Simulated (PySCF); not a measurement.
Below is a simulated gas-phase C 1s photoelectron spectrum of Ge(iPr)Cl3, `C[CH](C)[Ge]([Cl])([Cl])[Cl]`.

Every computed line was given a Gaussian of 0.6 eV full width at half maximum and an area set by the number of equivalent atoms; the highest printed point is 100. Level of theory: PySCF 2.14.0, delta-SCF UKS SCAN, pcX-2 on the ionised atom, pcseg-1 elsewhere, spin-free X2C.

(binding energy (eV), intensity): (290.3, 0), (290.4, 1), (290.5, 2), (290.6, 5), (290.7, 13), (290.8, 26), (290.9, 45), (291.0, 69), (291.1, 89), (291.2, 100), (291.3, 96), (291.4, 80), (291.5, 57), (291.6, 35), (291.7, 19), (291.8, 8), (291.9, 3), (292.0, 1), (292.1, 0)

Question: How many maxima does the curve show, and how many computed lines lie under it?

Answer: The curve has 1 maximum (at 291.2 eV). Under it lie 2 lines from 2 inequivalent carbon sites. At this width some lines have no maximum of their own.

Question: Decompose the envelope and assign each component. Bonds: Ge1–C2, Ge1–Cl12, Ge1–Cl13, Ge1–Cl14, C2–C3, C2–C4. Hydrogens: H5 on C2; H6, H7, H8 on C3; H9, H10, H11 on C4.

Answer: 
```csv
position (eV),relative area,line,atoms,environment
291.20,2,C 1s,C3/C4,carbon bonded to C and 3 H
291.28,1,C 1s,C2,"carbon bonded to 2 C, Ge and H"
```

Question: What are the centre and the root-mean-square width of the whole band?

Answer: The area-weighted mean of the lines is 291.23 eV. Their own spread about it is 0.04 eV (rms) and each Gaussian has σ = 0.6/2.355 = 0.25 eV; the variances add, which gives 0.26 eV.

The 2 C 1s values lie within 0.08 eV of each other; Gaussian lines of 0.5 eV full width would blend them into one maximum.

The curve has no shake-up lines and no vibrational structure. One atom of each set of topologically equivalent atoms was ionised and stands for the set; in this conformer not all members are related by symmetry, and their own values weren't computed. Geometry: PBE0-D3(BJ)/def2-SVP; no solvent, vibrations or thermal averaging.
